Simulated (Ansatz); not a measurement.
A structure relaxed at r2SCAN-D4/def2-SVP in Ansatz, charge 0, singlet:

```xyz
7

Hg   -1.227   -1.717   -0.757
Hg    2.199    0.187   -0.621
Hg   -0.659    1.185   -1.167
Hg    2.453    1.076    2.556
S    -0.971    0.854    1.369
S    -1.542   -0.503   -2.824
S    -0.254   -1.083    1.444
```

(1) Give its formula.

(2) Summarise the bond lengths by kind (pairs closer than 1.2 times the sum of covalent radii, bridged metal pairs left out).

Results:

(1) the cluster Hg4S3.

(2) 4 × Hg–S 2.42 to 2.58 Å; 1 × Hg–Hg 3.08 Å; 1 × S–S 2.07 Å.

In the def2 sets Hg takes a core potential; there is no spin–orbit coupling. Another isomer (singlet) lies 1.56 eV lower at PBE0-D4/def2-TZVP; other spin states weren't run for this one.
